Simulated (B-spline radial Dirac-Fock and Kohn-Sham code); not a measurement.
The computed values come from an atomic code on a B-spline grid: the independent-particle Dirac-Slater model, thresholds from Dirac-Fock. Kinetic energies are from the vacuum level. Open shells are spread statistically over j, without multiplet splitting. Without correlation, outer binding energies are uncertain by a few eV, most for open f shells.

Question: A free atom or ion in its tabulated ground configuration is ionised with 9350 eV photons and gives these photoelectron lines. Identify it and assign the lines.

```csv
kinetic energy (eV),relative cross section
2706.8,100.0
8470.3,7.2
8591.4,1.4
8601.5,2.5
9165.8,1.1
9256.9,0.0013
9257.0,0.0019
```

Answer: Mn⁵⁺, [Ar] 3d2. Binding energies are hν less the kinetic energy: 1s 6643.2 eV, 2s 879.7 eV, 2p1/2 758.6 eV, 2p3/2 748.5 eV, 3s 184.2 eV, 3d3/2 93.13 eV, 3d5/2 92.97 eV.

Question: A free atom or ion in its tabulated ground configuration is ionised with 658 eV photons and gives these photoelectron lines. Identify it and assign the lines.

```
kinetic energy (eV)  relative cross section
              370.7                    37.8
              430.4                    49.3
              435.5                    98.3
              538.3                    68.0
              539.0                   100.0
```

Answer: As⁵⁺, [Ar] 3d10. Binding energies are hν less the kinetic energy: 3s 287.3 eV, 3p1/2 227.6 eV, 3p3/2 222.5 eV, 3d3/2 119.7 eV, 3d5/2 119.0 eV.

Question: A free atom or ion in its tabulated ground configuration is ionised with 2670 eV photons and gives these photoelectron lines. Identify it and assign the lines.

```csv
kinetic energy (eV),relative cross section
1665.8,100.0
2527.1,6.6
2545.8,0.18
2546.0,0.35
```

Answer: Ne⁴⁺, [He] 2s2 2p2. Binding energies are hν less the kinetic energy: 1s 1004.2 eV, 2s 142.9 eV, 2p1/2 124.2 eV, 2p3/2 124.0 eV.
